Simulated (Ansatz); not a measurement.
Basis-set series for `C[S][Zr]([S]C)([S]C)[S]C`. Total charge 0; spin multiplicity 1. Zr takes the def2 core potential. The geometry is a stationary point of PBE0-D4/def2-TZVP. It is one conformer, not always the lowest.

Cartesian coordinates in Å:
```
C -2.394 -0.803 0.221
S -1.180 -1.014 -1.121
Zr 0.995 -0.647 -0.105
S 0.654 1.383 1.186
C -0.192 2.548 0.070
S 1.667 -2.284 1.535
C 0.087 -2.553 2.402
S 2.505 -0.462 -1.976
C 1.974 1.151 -2.639
H -3.336 -0.496 -0.233
H -2.548 -1.749 0.739
H -2.074 -0.040 0.931
H -0.750 3.249 0.690
H -0.884 2.031 -0.595
H 0.539 3.104 -0.516
H 0.307 -2.668 3.463
H -0.595 -1.710 2.287
H -0.386 -3.459 2.026
H 0.979 1.434 -2.293
H 2.691 1.917 -2.349
H 1.943 1.070 -3.725
```

```tsv
functional	basis	functions	energy (Eh)	HOMO (eV)	LUMO (eV)
PBE0-D4	def2-SVP	219	-1798.28706	-6.94	-2.20
PBE0-D4	def2-QZVPP	949	-1799.08550	-6.94	-2.21
ωB97M-V	def2-SVP	219	-1798.74755	-9.02	-0.24
ωB97M-V	def2-QZVPP	949	-1799.55107	-9.06	-0.32
```

Problem. Give the rows for def2-TZVPP. (An estimate is asked.)

Solution. The calculation gave: 
| functional | basis | functions | energy (Eh) | HOMO (eV) | LUMO (eV) |
| --- | --- | --- | --- | --- | --- |
| PBE0-D4 | def2-TZVPP | 516 | -1799.02610 | -6.93 | -2.20 |
| ωB97M-V | def2-TZVPP | 516 | -1799.49388 | -9.04 | -0.29 |

Computed with Ansatz.
